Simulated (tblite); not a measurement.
A geometry optimisation, step by step.

C3H2F3O (doublet state).
SMILES with atom numbers: `[F:1][C:2]([F:3])[C@:4]1([F:5])[CH2:6][O:7]1` (hydrogens: H8, H9 on C6)

Computed with GFN2-xTB (tblite), gas phase: L-BFGS steps from a force-field or distance-geometry start until the largest atomic force falls under 0.01 eV/Å. 11 of its 53 geometries are shown.

Step 0: E = -696.0230 eV, largest atomic force 1.436 eV/Å
```
atom  x, y, z in Å  |  force x, y, z in eV/Å
F1      1.826   -0.140    1.266   -0.397  -0.351  -1.335
C2      1.343   -0.128   -0.013    0.833   0.288  -0.217
F3      1.672   -1.191   -0.784   -0.245   0.681   0.998
C4      0.076    0.573   -0.243   -0.438  -0.180   0.313
F5      0.083    1.922    0.095    0.037  -1.259   0.008
C6     -1.171   -0.235    0.033   -0.112  -0.037   1.263
O7     -0.841    0.263   -1.206    0.509   0.445  -0.518
H8     -1.111   -1.333    0.114    0.047   0.568   0.179
H9     -1.863    0.276    0.712   -0.234  -0.156  -0.692
```

Step 5: E = -696.2991 eV, largest atomic force 0.442 eV/Å
```
atom  x, y, z in Å  |  force x, y, z in eV/Å
F1      1.816   -0.177    1.192    0.143   0.163  -0.113
C2      1.412   -0.046   -0.081    0.135  -0.394   0.149
F3      1.661   -1.184   -0.721   -0.017  -0.023  -0.165
C4      0.069    0.539   -0.218   -0.042   0.247  -0.069
F5      0.085    1.847    0.138   -0.056   0.170   0.247
C6     -1.164   -0.221    0.075   -0.114  -0.078   0.044
O7     -0.821    0.261   -1.204    0.068  -0.027  -0.044
H8     -1.105   -1.297    0.152   -0.011  -0.080   0.222
H9     -1.939    0.283    0.642   -0.106   0.023  -0.271
```

Step 10: E = -696.3541 eV, largest atomic force 0.282 eV/Å
```
atom  x, y, z in Å  |  force x, y, z in eV/Å
F1      1.884   -0.151    1.153    0.205  -0.011   0.003
C2      1.411   -0.070   -0.093   -0.138   0.168   0.035
F3      1.648   -1.202   -0.749   -0.128   0.092   0.023
C4      0.069    0.553   -0.197    0.022  -0.199   0.198
F5      0.071    1.847    0.221    0.046  -0.103  -0.098
C6     -1.169   -0.222    0.078   -0.079   0.036  -0.192
O7     -0.787    0.250   -1.203    0.037  -0.092   0.094
H8     -1.104   -1.294    0.237    0.006   0.108  -0.072
H9     -2.009    0.294    0.526    0.027   0.001   0.008
```

Step 16: E = -696.3786 eV, largest atomic force 0.141 eV/Å
```
atom  x, y, z in Å  |  force x, y, z in eV/Å
F1      1.984   -0.135    1.129    0.056   0.005  -0.042
C2      1.406   -0.066   -0.070   -0.059   0.009  -0.023
F3      1.604   -1.186   -0.758    0.024  -0.041   0.062
C4      0.062    0.535   -0.152    0.049   0.014  -0.006
F5      0.068    1.836    0.240   -0.080   0.000  -0.023
C6     -1.198   -0.222    0.058    0.107   0.023   0.086
O7     -0.750    0.224   -1.200    0.011   0.049   0.048
H8     -1.116   -1.285    0.250   -0.122  -0.024  -0.067
H9     -2.047    0.306    0.477    0.013  -0.033  -0.036
```

Step 21: E = -696.3845 eV, largest atomic force 0.065 eV/Å
```
atom  x, y, z in Å  |  force x, y, z in eV/Å
F1      2.028   -0.125    1.111   -0.002   0.064  -0.010
C2      1.408   -0.065   -0.066    0.032  -0.019  -0.010
F3      1.594   -1.193   -0.745   -0.002  -0.032   0.022
C4      0.066    0.535   -0.137   -0.023  -0.001  -0.009
F5      0.052    1.838    0.242    0.025  -0.009   0.046
C6     -1.195   -0.222    0.065   -0.042  -0.021  -0.033
O7     -0.739    0.224   -1.190    0.005   0.024  -0.039
H8     -1.148   -1.290    0.234    0.000  -0.030  -0.003
H9     -2.054    0.304    0.461    0.007   0.024   0.036
```

Step 26: E = -696.3914 eV, largest atomic force 0.171 eV/Å
```
atom  x, y, z in Å  |  force x, y, z in eV/Å
F1      2.075   -0.049    1.077    0.018   0.034  -0.037
C2      1.415   -0.069   -0.080   -0.105  -0.022   0.060
F3      1.586   -1.238   -0.694   -0.025   0.040   0.051
C4      0.065    0.521   -0.128    0.059  -0.028  -0.103
F5      0.052    1.817    0.286    0.028  -0.114   0.046
C6     -1.209   -0.233    0.041    0.078   0.085   0.095
O7     -0.736    0.250   -1.196   -0.099  -0.074   0.046
H8     -1.194   -1.307    0.198    0.069   0.111  -0.110
H9     -2.041    0.314    0.471   -0.024  -0.032  -0.050
```

Step 31: E = -696.4018 eV, largest atomic force 0.098 eV/Å
```
atom  x, y, z in Å  |  force x, y, z in eV/Å
F1      2.145    0.070    1.011   -0.027  -0.023  -0.076
C2      1.410   -0.085   -0.089    0.014  -0.036   0.022
F3      1.570   -1.299   -0.608    0.014  -0.026   0.045
C4      0.066    0.498   -0.126   -0.033   0.031   0.035
F5      0.062    1.766    0.362    0.030   0.061  -0.043
C6     -1.219   -0.233    0.027   -0.031  -0.011  -0.004
O7     -0.749    0.276   -1.197    0.053   0.082  -0.007
H8     -1.236   -1.308    0.128    0.068  -0.068  -0.011
H9     -2.037    0.320    0.469   -0.087  -0.010   0.039
```

Step 36: E = -696.4071 eV, largest atomic force 0.101 eV/Å
```
atom  x, y, z in Å  |  force x, y, z in eV/Å
F1      2.181    0.125    0.961    0.006  -0.014  -0.004
C2      1.401   -0.102   -0.092    0.035   0.010   0.015
F3      1.562   -1.341   -0.548   -0.074   0.013   0.031
C4      0.061    0.494   -0.113    0.010   0.028  -0.018
F5      0.079    1.757    0.387    0.016   0.010   0.015
C6     -1.231   -0.232    0.018    0.025   0.000  -0.035
O7     -0.752    0.310   -1.192   -0.047  -0.002  -0.009
H8     -1.232   -1.314    0.081   -0.011   0.046   0.024
H9     -2.056    0.308    0.472    0.040  -0.091  -0.019
```

Step 42: E = -696.4113 eV, largest atomic force 0.068 eV/Å
```
atom  x, y, z in Å  |  force x, y, z in eV/Å
F1      2.217    0.174    0.911   -0.030  -0.021  -0.033
C2      1.399   -0.108   -0.100   -0.034  -0.002   0.001
F3      1.520   -1.382   -0.470   -0.040   0.025   0.021
C4      0.062    0.501   -0.110    0.016   0.003  -0.010
F5      0.095    1.750    0.418   -0.039  -0.029  -0.007
C6     -1.228   -0.234    0.002    0.032   0.001   0.009
O7     -0.759    0.347   -1.192    0.033  -0.003   0.036
H8     -1.233   -1.315    0.038    0.063  -0.019  -0.019
H9     -2.059    0.273    0.478    0.000   0.047   0.002
```

Step 47: E = -696.4137 eV, largest atomic force 0.021 eV/Å
```
atom  x, y, z in Å  |  force x, y, z in eV/Å
F1      2.219    0.172    0.898    0.017  -0.007   0.007
C2      1.392   -0.108   -0.103    0.005   0.004  -0.004
F3      1.475   -1.393   -0.445    0.008  -0.016   0.002
C4      0.062    0.514   -0.110   -0.006   0.000  -0.001
F5      0.091    1.760    0.422   -0.020   0.006   0.005
C6     -1.218   -0.236    0.000   -0.010  -0.004  -0.005
O7     -0.757    0.357   -1.191   -0.009   0.010  -0.013
H8     -1.196   -1.318    0.028    0.005  -0.003   0.006
H9     -2.056    0.258    0.476    0.009   0.010   0.003
```

Step 52: E = -696.4139 eV, largest atomic force 0.009 eV/Å
```
atom  x, y, z in Å  |  force x, y, z in eV/Å
F1      2.222    0.171    0.897   -0.005  -0.001  -0.008
C2      1.393   -0.108   -0.103    0.002  -0.004   0.005
F3      1.475   -1.394   -0.443    0.000   0.006   0.002
C4      0.062    0.513   -0.110    0.001  -0.001  -0.001
F5      0.087    1.759    0.423   -0.001  -0.002   0.000
C6     -1.218   -0.236   -0.002    0.001   0.001   0.000
O7     -0.757    0.358   -1.192    0.003  -0.001   0.002
H8     -1.196   -1.318    0.028    0.000   0.003  -0.001
H9     -2.053    0.260    0.477   -0.001  -0.001   0.001
```

Q: Summarise the path.

A: The energy falls by 9.01 kcal/mol from step 0 to step 52; nine tenths of that is first reached at step 15. It falls at every step. The largest force goes from 1.436 to 0.009 eV/Å. Among the bonds F1–C2 changes most, from 1.366 to 1.329 Å; the atoms move by 0.312 Å rms after alignment.

Q: Follow the three bonds and two angles with the largest change from start to end.

A: 
| step | E above end (kcal/mol) | largest force (eV/Å) | F1–C2 (Å) | C4–F5 (Å) | C6–O7 (Å) | C2–C4–C6 (°) | O7–C6–H9 (°) |
| --- | --- | --- | --- | --- | --- | --- | --- |
| 0 | 9.01 | 1.436 | 1.366 | 1.391 | 1.376 | 115.4 | 122.7 |
| 2 | 4.65 | 1.074 | 1.327 | 1.357 | 1.419 | 117.9 | 120.9 |
| 5 | 2.65 | 0.442 | 1.342 | 1.356 | 1.409 | 122.6 | 119.3 |
| 7 | 2.16 | 0.358 | 1.340 | 1.362 | 1.406 | 122.2 | 118.3 |
| 9 | 1.61 | 0.411 | 1.335 | 1.363 | 1.414 | 121.4 | 116.1 |
| 11 | 1.24 | 0.223 | 1.335 | 1.357 | 1.416 | 121.8 | 114.8 |
| 14 | 0.92 | 0.189 | 1.334 | 1.356 | 1.405 | 123.6 | 115.7 |
| 16 | 0.81 | 0.141 | 1.333 | 1.358 | 1.408 | 123.9 | 116.1 |
| 18 | 0.73 | 0.104 | 1.333 | 1.358 | 1.412 | 123.7 | 115.8 |
| 20 | 0.69 | 0.080 | 1.333 | 1.357 | 1.410 | 123.9 | 115.4 |
| 23 | 0.65 | 0.096 | 1.332 | 1.358 | 1.406 | 124.4 | 115.4 |
| 25 | 0.58 | 0.149 | 1.332 | 1.360 | 1.407 | 124.9 | 115.6 |
| 27 | 0.45 | 0.217 | 1.333 | 1.360 | 1.411 | 125.6 | 115.6 |
| 29 | 0.33 | 0.117 | 1.332 | 1.358 | 1.411 | 126.2 | 115.3 |
| 32 | 0.25 | 0.167 | 1.327 | 1.358 | 1.405 | 126.5 | 115.0 |
| 34 | 0.19 | 0.081 | 1.331 | 1.359 | 1.407 | 126.6 | 115.0 |
| 36 | 0.15 | 0.101 | 1.330 | 1.358 | 1.410 | 126.4 | 115.2 |
| 38 | 0.11 | 0.082 | 1.330 | 1.356 | 1.409 | 126.2 | 115.5 |
| 41 | 0.07 | 0.078 | 1.329 | 1.357 | 1.408 | 125.9 | 115.8 |
| 43 | 0.03 | 0.079 | 1.331 | 1.357 | 1.409 | 125.3 | 115.8 |
| 45 | 0.01 | 0.050 | 1.329 | 1.355 | 1.408 | 124.6 | 115.8 |
| 47 | 0.00 | 0.021 | 1.329 | 1.355 | 1.408 | 124.5 | 115.7 |
| 50 | 0.00 | 0.011 | 1.329 | 1.355 | 1.408 | 124.5 | 115.6 |
| 52 | 0.00 | 0.009 | 1.329 | 1.355 | 1.408 | 124.5 | 115.6 |

The cost below is that of the whole relaxation. Time: 0.19 s wall. Hardware: one thread of an AMD EPYC 7B13, shared host with 96 logical CPUs at a one-minute load of 17.
